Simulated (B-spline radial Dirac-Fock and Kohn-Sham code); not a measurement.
# Ni⁴⁺: non-radiative channels of the 2p3/2 vacancy

System: Ni⁴⁺ in the configuration [Ar] 3d6, inside a Watson sphere of charge -4 and radius 2.4 Å (a model of the Madelung potential; inside it an electron's potential energy is raised by 24.0 eV).

These are calculated numbers from a radial finite-basis atomic code; the model is independent-particle rates on relativistic LDA orbitals of the hole state (multipoles up to L = 3, Coulomb Auger matrix elements, transition energies from Dirac-Fock). Kinetic energies are configuration averages from the vacuum level; the two-hole energies are estimated from single-hole states.

```tsv
transition	kinetic energy (eV)	width (meV)	share (%)
L3-M1M3	599.1	49.2	9.4
L3-M2M3	642.7	77.2	14.7
L3-M3M3	644.6	113	21.5
L3-M1M5	667.0	3.25	0.6
L3-M2M5	712.5	22.1	4.2
L3-M3M4	714.7	53.1	10.1
L3-M3M5	715.6	79.8	15.2
L3-M4M4	783.6	3.36	0.6
L3-M4M5	783.9	67.8	12.9
L3-M5M5	784.2	46.0	8.8
```

The listed channels hold 98 % of the non-radiative rate. Summed by principal shells, of 0.524 eV in all: LMM 100.0 %.
